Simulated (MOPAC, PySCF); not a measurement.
CH2O, SMILES `[CH]O` (H–C–O–H torsion 0°), neutral singlet in the gas phase. 

Z-matrix (Å, degrees):
```
O
H 1 0.9745
C 1 1.2986 2 115.86
H 3 1.1225 1 107.30 2 0.03
```
Charge 0, spin multiplicity 1.

All levels are single points at this geometry (PBE0-D3(BJ)/def2-TZVP); Pople sets use spherical d functions. Orbital energies aren't observables, and empty levels follow the basis.

SVWN5/6-31G* in PySCF gives HOMO (eV) = -4.37.

Task: Estimate the HOMO (eV) from each of these levels: PBE0-D3(BJ)/def2-TZVP in PySCF; B3LYP/3-21G in PySCF; B3LYP/6-31G* in PySCF; BP86/6-31G* in PySCF; M06-2X/6-31G* in PySCF; PBE/6-31G* in PySCF; HF/3-21G in PySCF; HF/STO-3G in PySCF; AM1 in MOPAC; PM3 in MOPAC; PM6 in MOPAC; PM7 in MOPAC.

Result: 
```
level                           HOMO (eV)
------------------------------  ---------
PBE0-D3(BJ)/def2-TZVP in PySCF      -6.41
B3LYP/3-21G in PySCF                -5.42
B3LYP/6-31G* in PySCF               -5.71
BP86/6-31G* in PySCF                -4.56
M06-2X/6-31G* in PySCF              -7.32
PBE/6-31G* in PySCF                 -4.42
HF/3-21G in PySCF                   -9.64
HF/STO-3G in PySCF                  -7.64
AM1 in MOPAC                        -9.86
PM3 in MOPAC                        -9.51
PM6 in MOPAC                        -9.85
PM7 in MOPAC                        -9.80
```
